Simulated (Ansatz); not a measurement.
C$_{2}$H$_{5}$ClOSi, SMILES `CC1(Cl)O[SiH2]1` at its PBE0-D4/def2-TZVP geometry, where that method's forces vanish. Total charge 0; spin multiplicity 1.

```tsv
atom	x (Å)	y (Å)	z (Å)
C1	-1.210	-0.394	0.608
C2	0.244	-0.281	0.278
Cl3	1.255	-1.002	1.559
O4	0.598	-0.775	-1.024
Si5	1.052	0.834	-0.906
H6	-1.427	0.102	1.554
H7	-1.808	0.067	-0.181
H8	-1.490	-1.448	0.690
H9	2.497	1.121	-0.826
H10	0.289	1.777	-1.753
```

Problem. For each bond, give half the difference of the two atoms' forces along it (eV/Å; positive pushes the atoms apart) under PBE-D4, r2SCAN-D4, B3LYP-D4, ωB97M-V in def2-TZVPP. (Best estimate.)

Solution. Ansatz gave: 
| bond | length (Å) | PBE-D4 | r2SCAN-D4 | B3LYP-D4 | ωB97M-V |
| --- | --- | --- | --- | --- | --- |
| C1–C2 | 1.495 | -0.11 | -0.03 | 0.04 | 0.14 |
| C1–H6 | 1.090 | 0.09 | -0.03 | -0.06 | -0.07 |
| C1–H7 | 1.092 | 0.10 | -0.03 | -0.07 | -0.08 |
| C1–H8 | 1.094 | 0.12 | -0.03 | -0.06 | -0.09 |
| C2–Cl3 | 1.784 | 0.20 | 0.22 | 0.28 | 0.05 |
| C2–O4 | 1.437 | 0.51 | 0.29 | 0.27 | 0.17 |
| C2–Si5 | 1.816 | 0.37 | 0.10 | 0.13 | 0.01 |
| O4–Si5 | 1.675 | 0.70 | 0.25 | 0.23 | 0.10 |
| Si5–H9 | 1.476 | -0.07 | -0.07 | -0.12 | -0.13 |
| Si5–H10 | 1.479 | -0.07 | -0.07 | -0.13 | -0.13 |

B3LYP here is the variant with VWN-RPA as its local correlation; programs differ in this.
